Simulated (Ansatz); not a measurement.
A run for Ansatz (a first-principles code): R-wB97M-V/def2-TZVPP on H2 (SMILES [H][H]).

Ansatz 0.2 input:
```yaml
crystal:
  periodic: [false, false, false]
  atoms:
    - {symbol: H, position_ang: [0.00000000, 0.00000000, 0.37198582]}
    - {symbol: H, position_ang: [-0.00000000, -0.00000000, -0.37198582]}
basis:
  gaussian:
    orbitals: def2-TZVPP
hamiltonian:
  xc: {name: wB97M-V}
scf: {lower_state_search: off}
```

Program output:

```
WARN ansatz: RAYON_NUM_THREADS=4 ignored (pool sized by the plan → 4); use --threads N
Functional definition: wB97M-V
these checks for a lower state are left out or cut short: stability, starts, cluster_reference, orbital_swaps, neighbouring_geometries, increment
integrals: 0.00 GiB planned
118 factors; their error is unknown
integrals: 0.04 GiB planned
42 factors; integrals over basis functions are off by at most 3.0e-5 eV
mean field: 0.07 GiB planned
mean field evaluation 1: about -31.5662 eV, gradient 3.7e0 eV
mean field evaluation 2: about -31.5934 eV, gradient 2.6e-1 eV
mean field evaluation 4: about -31.6019 eV, gradient 3.2e-1 eV
mean field evaluation 8: about -31.6015 eV, gradient 1.3e-4 eV
mean field -31.60149164 eV, -1.1613333976 hartree, gradient 2.2e-7 eV, S^2 0.000000; 0 other end points of the search recorded, 0 dependent functions left out
reference -31.60151589 eV, -1.1613342887 hartree; 1, 1 occupied and 27, 27 virtual orbitals, 118 factors
Total energy: -31.60151589 eV, -1.1613342887 hartree
Checks for a lower state left out: stability, starts, cluster_reference, orbital_swaps, neighbouring_geometries, increment
```

The calculation finished and met its thresholds.

Cost: very roughly 0.3 core-seconds.
